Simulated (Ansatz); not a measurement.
Job for Ansatz (a first-principles code): U-wB97X-V/def2-TZVPP on H2IIn (SMILES [InH2][I]), a point of a bond scan (R = 6.210 Å). Elements past Kr take the def2 small-core potentials; no spin–orbit coupling.

Ansatz 0.2 input:
```yaml
crystal:
  periodic: [false, false, false]
  atoms:
    - {symbol: In, position_ang: [-0.72638877, -1.13552285, 0.19955666]}
    - {symbol: H, position_ang: [-0.06961712, -2.17409956, 1.39445122]}
    - {symbol: H, position_ang: [-2.11914691, -1.24747254, -0.79314453]}
    - {symbol: I, position_ang: [2.58389354, 4.03925594, -0.70985837]}
basis:
  gaussian:
    orbitals: def2-TZVPP
hamiltonian:
  xc: {name: wB97X-V}
magnetization: {spin_polarized: true, initial_magnetization: 0}
```

Program output:

```
WARN ansatz: RAYON_NUM_THREADS=1 ignored (pool sized by the plan → 1); use --threads N
Functional definition: wB97X-V
integrals: 0.06 GiB planned
959 factors; their error is unknown
integrals: 0.09 GiB planned
201 factors; integrals over basis functions are off by at most 1.3e-4 eV
mean field: 0.81 GiB planned
mean field evaluation 1: about -13300.6285 eV, gradient 1.5e1 eV
mean field evaluation 2: about -13228.0819 eV, gradient 5.1e1 eV
mean field evaluation 4: about -13302.1160 eV, gradient 4.6e0 eV
mean field evaluation 8: about -13302.7415 eV, gradient 2.6e-1 eV
mean field evaluation 16: about -13302.9671 eV, gradient 4.1e-3 eV
mean field evaluation 32: about -13304.0380 eV, gradient 2.5e-5 eV
mean field evaluation 64: about -13304.0380 eV, gradient 5.2e-6 eV
mean field evaluation 96: about -13304.0380 eV, gradient 3.3e-7 eV
mean field -13304.03795001 eV, -488.9143768620 hartree, gradient 3.3e-7 eV, S^2 0.997493; 7 other end points of the search recorded, 0 dependent functions left out
reference -13304.03794979 eV, -488.9143768540 hartree; 24, 24 occupied and 104, 104 virtual orbitals, 959 factors
Total energy: -13304.03794979 eV, -488.9143768540 hartree
```

The run converged. Its determinant has ⟨S²⟩ = 1.00, a mixture of spin states.

Cost: very roughly 80 core-seconds.
